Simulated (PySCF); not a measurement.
CH₈GeSi.
Structure used (PBE0-D3(BJ)/def2-SVP), in Å, numbered top down from 1:
```
atom  x, y, z in Å
Si1    1.5883    0.7009   -0.0354
C2     0.3955   -0.7487   -0.1340
Ge3   -1.4888   -0.2690    0.1085
H4     3.0043    0.2485   -0.2050
H5     1.2799    1.6987   -1.1064
H6     1.4670    1.3838    1.2900
H7     0.6636   -1.4932    0.6338
H8     0.5030   -1.2410   -1.1146
H9    -1.9108    0.7590   -0.9581
H10   -1.6953    0.3503    1.5040
H11   -2.3786   -1.5202   -0.0227
```

Jobs on this species (11 atoms, 60 electrons) with PySCF (density fitting). Hardware of each: one thread of an Arm Neoverse V1 (shared host). The host was shared with other jobs, so the times are rough. Peak memory is the resident size of the whole Python process, interpreter and libraries included.

```tsv
level and settings	work	basis functions	SCF cycles	wall time	peak memory
delta-SCF UKS SCAN, pcX-2 on the ionised atom, pcseg-1 elsewhere, spin-free X2C	ΔSCF core ionisation, 3 holes	141	?	?	?
delta-SCF UKS SCAN, def2-TZVP on the ionised atom, pcseg-1 elsewhere, spin-free X2C	ΔSCF core ionisation, 3 holes	118	?	?	?
delta-SCF UKS HF, pcX-2 on the ionised atom, pcseg-1 elsewhere, spin-free X2C	ΔSCF core ionisation, 3 holes	141	35	8.5 s	0.51 GiB
PBE0-D3(BJ)/def2-SVP, grid level 1	geometry optimisation from a GFN2-xTB start shaken at random	104	29	18 s	0.43 GiB
delta-SCF UKS SCAN, pcX-1 on the ionised atom, pcseg-1 elsewhere, spin-free X2C	ΔSCF core ionisation, 3 holes	121	38	9.2 s	0.51 GiB
delta-SCF UKS B3LYP, pcX-2 on the ionised atom, pcseg-1 elsewhere, spin-free X2C	ΔSCF core ionisation, 3 holes	141	35	14 s	0.53 GiB
delta-SCF UKS PBE0, pcX-2 on the ionised atom, pcseg-1 elsewhere, spin-free X2C	ΔSCF core ionisation, 3 holes	141	35	14 s	0.51 GiB
delta-SCF UKS PBE, pcX-2 on the ionised atom, pcseg-1 elsewhere, spin-free X2C	ΔSCF core ionisation, 3 holes	141	37	7.5 s	0.51 GiB
delta-SCF UKS SCAN, pcX-2 on the ionised atom, pcseg-1 elsewhere, non-relativistic	ΔSCF core ionisation, 3 holes	141	38	11 s	0.51 GiB
```

Task: Fill in the missing figures.

Result: 
- delta-SCF UKS SCAN, pcX-2 on the ionised atom, pcseg-1 elsewhere, spin-free X2C; ΔSCF core ionisation, 3 holes: 11 s, 0.43 GiB, 38 SCF cycles
- delta-SCF UKS SCAN, def2-TZVP on the ionised atom, pcseg-1 elsewhere, spin-free X2C; ΔSCF core ionisation, 3 holes: 10 s, 0.51 GiB, 37 SCF cycles

Task: What do all jobs in the table cost together?

Result: About 1.7 min; the longest takes about 17 % of that, and about 2.4 times as long as the shortest.
